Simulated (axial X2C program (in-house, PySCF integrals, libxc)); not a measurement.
Levels of BrF⁻ by electron attachment to BrF (EOM-EA-CCSD)

Calculated with an in-house all-electron X2C program for linear molecules (integrals from PySCF): two-component X2C with atomic mean-field Coulomb and Gaunt terms, Gaussian nuclei, basis Br dyall-acv3z, F dyall-av3z with contracted cores.

R = 1.917 Å (1.090 times 1.759 Å, the PBE0 minimum at charge 0 for the lowest determinant).

Levels of BrF⁻ obtained by attaching an electron to BrF:

```json
{"Ω": "1/2", "binding energy (eV)": "1.628", "above lowest (cm⁻¹)": "0", "attached spinor": "60% Br pσ, 20% F pσ, 9% Br dσ", "one-particle weight": "0.94"}
{"Ω": "1/2", "binding energy (eV)": "-1.485", "above lowest (cm⁻¹)": "25106", "attached spinor": "84% Br sσ, 9% Br pσ", "one-particle weight": "0.98"}
{"Ω": "1/2", "binding energy (eV)": "-2.067", "above lowest (cm⁻¹)": "29804", "attached spinor": "93% Br pπ", "one-particle weight": "0.99"}
{"Ω": "3/2", "binding energy (eV)": "-2.084", "above lowest (cm⁻¹)": "29942", "attached spinor": "95% Br pπ", "one-particle weight": "0.99"}
{"Ω": "1/2", "binding energy (eV)": "-2.230", "above lowest (cm⁻¹)": "31116", "attached spinor": "80% Br pσ, 10% F pσ", "one-particle weight": "0.99"}
{"Ω": "1/2", "binding energy (eV)": "-4.040", "above lowest (cm⁻¹)": "45716", "attached spinor": "79% F pσ, 9% Br dσ", "one-particle weight": "0.99"}
```

(1) What is the splitting of the first π pair in the table, and is it regular or inverted?

Negative binding energies belong to unbound states, resonances or levels that the basis set holds; within some tenths of an eV of zero the sign is not settled.

This point took 34 s on 1 thread of Arm Neoverse N1, on a shared host.

Reference electrons by ω block (each with its −ω partner): 1/2: 15, 3/2: 6, 5/2: 1. 14 electrons of BrF correlated (inner shells frozen), 92 natural virtual spinors (a truncated set); levels can be off by some tenths of an eV. Roots sought by Ω: (1/2: 5, 3/2: 4, 5/2: 2, 7/2: 1); the list ends where they run out and leaves out roots under 60 % one-particle weight. The solver can skip a root, and states that need a further excitation, which the method places far too high, are missing though they may lie low or lowest. T1 of the reference 0.017 (Lee–Taylor). Number of frozen shells: Br 3 s, 2 p, 1 d; F 1 s.

Results:

(1) E(3/2) − E(1/2) = 29942 − 29804 = 138 cm⁻¹ at EOM-EA-CCSD: regular, Ω = 1/2 lower. Splittings at this level can be off by ten to twenty per cent.
